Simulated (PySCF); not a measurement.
C8H13B.
Cartesian coordinates in Å at the PBE0-D3(BJ)/def2-SVP level; atoms count from 1:
```
atom  x, y, z in Å
C1    -1.9763    0.4667   -0.1108
B2    -1.0131   -0.4570    0.7163
C3    -1.4294   -1.9381    1.0441
C4     0.4046    0.0712    1.1940
C5     0.7365    1.5304    1.0405
C6     1.8356    1.7375    0.3003
C7     2.3891    0.4599   -0.2221
C8     1.4885   -0.2899   -1.1698
C9     1.4512   -0.6122    0.2986
H10   -2.5064    1.0908    0.6366
H11   -1.4459    1.1809   -0.7599
H12   -2.7494   -0.0646   -0.6860
H13   -1.3401   -2.5126    0.1024
H14   -0.8153   -2.4453    1.8029
H15   -2.4923   -2.0143    1.3276
H16    0.5682   -0.2519    2.2407
H17    0.1258    2.3255    1.4768
H18    2.2659    2.7149    0.0692
H19    3.4709    0.3079   -0.2863
H20    0.6645    0.2656   -1.6266
H21    1.9483   -1.0394   -1.8199
H22    1.8356   -1.5881    0.6041
```

The calculation used PBE0-D3(BJ)/def2-SVP geometry optimisation, gas phase in PySCF 2.14.0.

Masses are those of the commonest isotopes; rigid-rotor values at the optimised geometry. The values belong to one conformer with, in the numbering `[CH3:1][B:2]([CH3:3])[C@@H:4]1[CH:5]=[CH:6][C@@H:7]2[CH2:8][C@H:9]12`, C1–B2–C4–C5 10°.

Task: Give the principal moments of inertia and the rotational constants in MHz.

Result: Ia = 184.85, Ib = 396.28, Ic = 451.60 u·Å²; 505379 MHz·u·Å²/I gives A = 2734, B = 1275, C = 1119 MHz.

Task: Classify the top.

Result: An asymmetric top: κ = (2 × 1275 − 2734 − 1119)/(2734 − 1119) = -0.81.

Task: Is it planar, by Δ = Ic − Ia − Ib?

Result: Not planar: Δ = Ic − Ia − Ib = -129.53 u·Å². For a rigid frame Δ = −2 Σ m c², so Σ m c² = 64.77 u·Å² lies off the ab plane: 19.29 from hydrogen and 45.47 from heavier atoms. The atom farthest from that plane is 1.92 Å away.

Task: Give the other two planar moments, Paa and Pbb, and the rms extents of the mass along the axes.

Result: Paa = Σ m a² = (Ib + Ic − Ia)/2 = 331.52 and Pbb = Σ m b² = (Ia + Ic − Ib)/2 = 120.08 u·Å². With the mass M = 120.11 u, the rms extents √(P/M) along a, b and c are 1.66, 1.00, 0.73 Å.

Task: List the rotational levels J(Ka,Kc) to J = 2 (cm⁻¹).

Result: Above 0(0,0):
J = 1: 1(0,1) 0.0799, 1(1,1) 0.1285, 1(1,0) 0.1337
J = 2: 2(0,2) 0.2392, 2(1,2) 0.2831, 2(1,1) 0.2987, 2(2,1) 0.4447, 2(2,0) 0.4451
Those of J = 1 are B + C, A + C and A + B.

Task: Which types of transition are allowed, and where do some lines up to J = 4 fall?

Result: The dipole components are |μa| = 0.24 D, |μb| = 0.27 D, |μc| = 0.00 D. Intensities carry the squares of the components, which stand as 0.84 : 1.00 : 0.00 (a : b : c). Some lines, for components of 0.1 D or more:

| type | branch | J(Ka,Kc) | MHz | lower level (cm⁻¹) |
| --- | --- | --- | --- | --- |
| a | Q | 3(1,2) ← 3(1,3) | 937 | 0.515 |
| a | Q | 4(1,3) ← 4(1,4) | 1558 | 0.823 |
| b | R | 1(1,1) ← 0(0,0) | 3853 | 0.000 |
| b | Q | 3(2,1) ← 3(1,2) | 4209 | 0.546 |
| b | Q | 2(2,0) ← 2(1,1) | 4388 | 0.299 |
| a | R | 2(1,2) ← 1(1,1) | 4633 | 0.129 |
| a | R | 2(0,2) ← 1(0,1) | 4777 | 0.080 |
| b | Q | 2(2,1) ← 2(1,2) | 4845 | 0.283 |
| a | R | 2(1,1) ← 1(1,0) | 4945 | 0.134 |
| b | Q | 4(2,3) ← 4(1,4) | 5412 | 0.823 |
| b | R | 3(0,3) ← 2(1,2) | 5822 | 0.283 |
| b | R | 2(1,2) ← 1(0,1) | 6091 | 0.080 |
| a | R | 3(1,3) ← 2(1,2) | 6942 | 0.283 |
| a | R | 3(2,1) ← 2(2,0) | 7230 | 0.445 |
| b | Q | 3(3,1) ← 3(2,2) | 7691 | 0.684 |
| b | Q | 4(3,2) ← 4(2,3) | 7723 | 1.003 |
| b | R | 4(0,4) ← 3(1,3) | 8343 | 0.515 |
| a | R | 4(1,4) ← 3(1,3) | 9243 | 0.515 |
| b | R | 2(2,1) ← 1(1,0) | 9321 | 0.134 |
| a | R | 4(3,2) ← 3(3,1) | 9600 | 0.941 |
| a | R | 4(3,1) ← 3(3,0) | 9603 | 0.941 |
| a | R | 4(2,2) ← 3(2,1) | 9683 | 0.686 |
| b | R | 4(1,4) ← 3(0,3) | 10363 | 0.477 |
| b | Q | 4(4,1) ← 4(3,2) | 10738 | 1.261 |
| b | R | 3(2,1) ← 2(1,2) | 12087 | 0.283 |
| b | R | 4(2,3) ← 3(1,2) | 13718 | 0.546 |
| b | R | 3(3,0) ← 2(2,1) | 14875 | 0.445 |
| b | R | 4(4,0) ← 3(3,1) | 20338 | 0.941 |

Task: Estimate the classical rotational partition function at 25 K, 50 K and 500 K.

Result: Point group C1, symmetry number σ = 1; q = (√π/σ)·√((kT/h)³/(ABC)), k/h = 20836.6 MHz/K: 10700 at 25 K, 30200 at 50 K, 954000 at 500 K.

Stationary, but not proved a minimum. No vibrational averaging or centrifugal distortion is included, and the geometry carries the error of its method. A rigid rotor knows nothing of internal rotation, which can split or shift real lines. Quadrupole hyperfine structure (11B) is left out.

On Intel Xeon Platinum 8259CL at 2.50 GHz, one thread, shared host with 96 logical CPUs at a one-minute load of 30, this took 6.2 min and 0.85 GiB of memory at its peak. This is the geometry optimisation.
